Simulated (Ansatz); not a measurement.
Reactions of BClGeH6Si (`[SiH3][BH][GeH2][Cl]`).

Program: Ansatz. Geometries: PBE0-D4/def2-TZVP. ΔE: electronic, gas phase. CBS: MP2 limit from def2 TZ/QZ plus the TZ coupled-cluster correction, frozen cores. This one scheme is used for every species. Functionals use def2-TZVPP. def2 core potentials past Kr. For Ge, In outer-core shells are correlated without core-valence functions, which leaves a few kJ/mol of doubt a bond. Scalar relativity is left out up to krypton. One conformer a species, not always the lowest.

```
                                                                                     reaction  CCSD(T)/CBS(def2) (kJ/mol)
                         `[SiH3][BH][GeH2][Cl]` + `[SiH3]S` → `[SiH3]BS[SiH3]` + `[Cl][GeH3]`                           ?
      `[SiH3][BH][GeH2][Cl]` + `[SiH3][AlH][SH]` → `[SiH3][AlH][S][SiH3]` + `[BH2][GeH2][Cl]`                           ?
`[SiH3][BH][GeH2][Cl]` + `[OH][In]([OH])[SH]` → `[OH][In]([SH])[O][SiH3]` + `[BH2][GeH2][Cl]`                        -115
                           `[SiH3][BH][GeH2][Cl]` + `N=C=CN` → `N=C=CNB[SiH3]` + `[Cl][GeH3]`                        -158
                 `[SiH3][BH][GeH2][Cl]` + `BN[SiH3]` → `BN([SiH3])[SiH3]` + `[BH2][GeH2][Cl]`                         -50
                           `[SiH3][BH][GeH2][Cl]` + `COCS` → `COB[SiH3]` + `S[CH2][GeH2][Cl]`                        -206
```

(1) Fill in the missing values. (Estimate.)

Largest T1 diagnostic: 0.016, for `[OH][In]([OH])[SH]`.

## Answers

(1) The calculation gave: `[SiH3][BH][GeH2][Cl]` + `[SiH3]S` → `[SiH3]BS[SiH3]` + `[Cl][GeH3]`: -98.8 kJ/mol; `[SiH3][BH][GeH2][Cl]` + `[SiH3][AlH][SH]` → `[SiH3][AlH][S][SiH3]` + `[BH2][GeH2][Cl]`: -71.5 kJ/mol.
